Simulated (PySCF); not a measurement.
Bond curve of RuN

Set-up: PySCF, spin-free X2C with a Gaussian nucleus, basis sets Ru x2c-TZVPPall, N x2c-TZVPPall. Energies in eV from Ru (4d7 5s1) + N in their ground configurations at the same level. State: ²Σ⁺ (doublet), unpaired electrons σ ↑.

All columns are PW91. A positive dipole means Ru(−)N(+).

| R (Å) | E (eV) | μ (D) | Mulliken charge on Ru (basis-dependent) | HOMO (eV) | LUMO (eV) | Mayer bond order | ⟨S²⟩ |
| --- | --- | --- | --- | --- | --- | --- | --- |
| 1.327 | -3.015 | -0.40 | 0.22 | -4.36 | -3.57 | 3.25 | 0.75 |
| 1.389 | -4.483 | -0.81 | 0.23 | -4.47 | -3.70 | 3.23 | 0.75 |
| 1.450 | -5.358 | -1.19 | 0.23 | -4.57 | -3.80 | 3.21 | 0.75 |
| 1.497 | -5.717 | -1.47 | 0.22 | -4.63 | -3.87 | 3.20 | 0.75 |
| 1.543 | -5.878 | -1.73 | 0.21 | -4.68 | -3.94 | 3.20 | 0.75 |
| 1.589 | -5.884 | -1.99 | 0.19 | -4.73 | -3.99 | 3.19 | 0.75 |
| 1.651 | -5.710 | -2.31 | 0.18 | -4.79 | -4.05 | 3.18 | 0.75 |
| 1.728 | -5.289 | -2.67 | 0.16 | -4.77 | -4.14 | 3.16 | 0.75 |
| 1.821 | -4.609 | -3.05 | 0.16 | -4.69 | -4.33 | 3.12 | 0.76 |
| 1.944 | -3.598 | -3.33 | 0.16 | -4.48 | -4.39 | 2.85 | 1.00 |

A fit through these points gives, at Re = 1.568 Å, μ = -1.87 D and dμ/dR = -5.47 D/Å; the reduced mass is 12.31 u.

Task: How strong is the fundamental in the double-harmonic approximation, I = 42.26·(dμ/dR)²/μred km/mol?

Result: I = 42.26·(-5.47)²/12.31 = 103 km/mol at PW91.

The metal atom is held in its measured ground configuration; semilocal functionals can put another filling of s and d lower by some tenths of an eV, and De to that atom would be smaller. ⟨S²⟩ of the unrestricted solution departs from its pure value on part of the curve, where spin states mix. These are scalar-relativistic numbers at best; spin–orbit coupling would shift them, the dissociation energy most. With d or f electrons several states lie close, and the lowest PBE0 determinant need not be the measured ground state.
